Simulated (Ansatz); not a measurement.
Gas-phase electronic energies from Ansatz, PBE0-D4/def2-TZVP geometries. CCSD(T)/CBS adds triple-zeta CCSD(T) − MP2 to the extrapolated MP2 energy (def2 sets, frozen cores). DFT in def2-TZVPP. B3LYP here is the variant with VWN-RPA as its local correlation; programs differ in this. HSE06 is defined as in plane-wave codes. For Ge outer-core shells are correlated without core-valence functions, which leaves a few kJ/mol of doubt a bond. Scalar relativity is left out up to krypton. One conformer a species, not always the lowest.

Reaction (redistribution): `[SiH3][O][GeH]` + `CB(C)S` → `[SH][GeH]` + `CB(C)O[SiH3]`

`[SiH3][O][GeH]`:

Cartesian coordinates in Å:
```
Si -0.860 -0.465 -0.358
O 0.642 -0.036 0.150
Ge 1.357 1.475 0.790
H -1.804 0.683 -0.243
H -1.357 -1.588 0.476
H -0.792 -0.897 -1.777
H 2.816 0.829 0.960
```

`CB(C)S`:

Z-matrix (Å, degrees):
```
C
B 1 1.567
H 1 1.094 2 111.4
H 1 1.098 2 108.1 3 -115.7
H 1 1.091 2 115.1 3 124.3
C 2 1.568 1 121.3 3 40.5
S 2 1.796 1 122.3 3 -140.4
H 6 1.095 2 110.6 1 47.8
H 6 1.091 2 115.2 1 171.3
H 6 1.097 2 108.8 1 -67.8
H 7 1.344 2 99.1 1 2.1
```

`[SH][GeH]`:

Z-matrix (Å, degrees):
```
S
Ge 1 2.225
H 1 1.342 2 100.2
H 2 1.595 1 93.7 3 -0.0
```

`CB(C)O[SiH3]`:

```xyz
14

C     0.327   -1.437   -0.213
B     0.524    0.082    0.154
C     1.906    0.654    0.623
O    -0.527    0.953    0.055
Si   -2.106    0.756   -0.376
H     1.090   -2.085    0.224
H     0.412   -1.545   -1.303
H    -0.658   -1.829    0.058
H     2.730    0.269    0.015
H     1.944    1.744    0.631
H     2.107    0.303    1.643
H    -2.738    2.096   -0.348
H    -2.210    0.182   -1.743
H    -2.801   -0.144    0.582
```

```csv
level,ΔE (kJ/mol),difference from CCSD(T)/CBS
PBE-D4,-66.2,-1.5
BLYP-D4,-66.4,-1.7
r2SCAN-D4,-68.4,-3.7
HSE06-D4,-69.2,-4.5
ωB97X-V,-61.5,3.2
ωB97M-V,-66.2,-1.5
PBE,-66.1,-1.4
PBE0,-68.8,-4.1
B3LYP,-69.1,-4.4
r2SCANh,-69.3,-4.6
HSE06,-69.1,-4.4
BHLYP,-71.3,-6.6
CCSD/def2-SVP,-64.3,0.4
HF/def2-TZVPP,-71.4,-6.7
SCS-MP2/def2-QZVPP,-58.6,6.1
MP2/CBS(def2),-60.2,4.5
CCSD(T)/CBS,-64.7,0
```

(1) What do rigid-rotor, harmonic-oscillator terms from PBE0-D4/def2-TZVP frequencies (298.15 K, 1 bar) make of the CCSD(T)/CBS value? (An estimate is asked.)

Largest T1 diagnostic among the species: 0.015.

## Answers

(1) The calculation gave: ΔZPE = +0.5 kJ/mol, ΔH = -63.8 kJ/mol, ΔS = 3 J/(mol·K), ΔG = -64.7 kJ/mol. Modes under 50 cm⁻¹ make the entropy rough.

Leaving LDA and LC-ωPBE aside and taking each functional with its dispersion term where it has one, the values, not all of them listed here, spread over 9.6 kJ/mol, from r2SCAN0-D4 to ωB97X-V. LDA lies −6.7 kJ/mol from PBE without D4. From BLYP to BHLYP (50 % exact exchange), in def2-TZVPP and without D4, ΔE moves by −4.7 kJ/mol.
